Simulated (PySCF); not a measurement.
B3LYP has the VWN-RPA correlation part, as in Gaussian. 

```xyz
10

C     -1.2748    -1.2163     0.0256
Si    -0.2896     0.1604     0.0466
C      1.5505     0.2185    -0.1489
O     -0.8236     1.7009     0.2486
H     -0.8339    -2.1954    -0.1114
H     -2.3499    -1.1970     0.1427
H      1.9415    -0.7890    -0.2894
H      2.0193     0.6573     0.7337
H      1.8296     0.8272    -1.0107
H     -1.7691     1.8334     0.3631
```

Charge 0, multiplicity 1.

Problem. Give the Mulliken and meta-Löwdin atomic charges from B3LYP-D3(BJ)/def2-TZVP (PySCF 2.14.0).

Solution. 
| atom | Mulliken (e) | meta-Löwdin (e) |
|---|---|---|
| C1 | -0.53 | -0.74 |
| Si2 | 0.55 | 1.02 |
| C3 | -0.47 | -0.60 |
| O4 | -0.52 | -0.74 |
| H5 | 0.12 | 0.14 |
| H6 | 0.11 | 0.13 |
| H7 | 0.14 | 0.14 |
| H8 | 0.14 | 0.14 |
| H9 | 0.14 | 0.14 |
| H10 | 0.32 | 0.36 |
